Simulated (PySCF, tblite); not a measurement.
Isomers of C6H9F2 (doublet state), one GFN2-xTB conformer each. Single-point energies are computed at B3LYP/pcH-1 (PySCF, gas phase, no added dispersion term), electronic only. GFN2-xTB treats the open shell by occupation alone, and not every SCF solution was tested for stability.

Question: Rank them by B3LYP/pcH-1 energy, lowest first (kcal/mol).
A. `[CH2:1]=[CH:2][CH:3][C@@H:4]([CH3:5])[CH:6]([F:7])[F:8]` (doublet state) with C1–C2–C3–C4 -179°, C2–C3–C4–C5 121°, C3–C4–C6–F7 61°
B. `[CH2:1][CH2:2][C@@H:3]1[CH2:4][C@@H:5]1[CH:6]([F:7])[F:8]` (doublet state) with H–C1–C2–C3 -24° and 161°, C1–C2–C3–C4 145°, C4–C5–C6–F7 80°
C. `[CH3:1][CH2:2][CH:3]/[CH:4]=[CH:5]\[CH:6]([F:7])[F:8]` (doublet state) with C1–C2–C3–C4 -128°, C2–C3–C4–C5 179°, C4–C5–C6–F7 61°

Answer: A (0.0), C (0.8), B (25.2).

As drawn, the highest has a three-membered ring, which the lowest lacks. Neighbours under 5.0 kcal/mol apart (C=C[CH][C@@H](C)C(F)F and CC[CH]/C=C\C(F)F) can change places with a better method, another conformer or zero-point energy. GFN2-xTB itself gives, in the same order: 1.1, 0.0, 18.4. GFN2-xTB puts CC[CH]/C=C\C(F)F lowest instead; measured from each level's own lowest isomer, the values differ by up to 6.8 kcal/mol ([CH2]C[C@@H]1C[C@@H]1C(F)F: 18.4 against 25.2).

Q: What happens when harmonic zero-point energies from GFN2-xTB frequencies are added?

A: 
```tsv
SMILES	ZPE (kcal/mol)	electronic (kcal/mol)	with ZPE (kcal/mol)
C=C[CH][C@@H](C)C(F)F	83.4	0.0	0.0
CC[CH]/C=C\C(F)F	83.8	0.8	1.2
[CH2]C[C@@H]1C[C@@H]1C(F)F	83.3	25.2	25.1
```

The zero-point energies span 0.5 kcal/mol. The order is unchanged.

Q: As an exercise, what shares would exp(−E/RT) give at 298.15 K from these electronic energies alone (no entropy, no degeneracies)?

A: RT = 0.592 kcal/mol: C=C[CH][C@@H](C)C(F)F 78.7 %, CC[CH]/C=C\C(F)F 21.3 %, [CH2]C[C@@H]1C[C@@H]1C(F)F under 0.1 %.
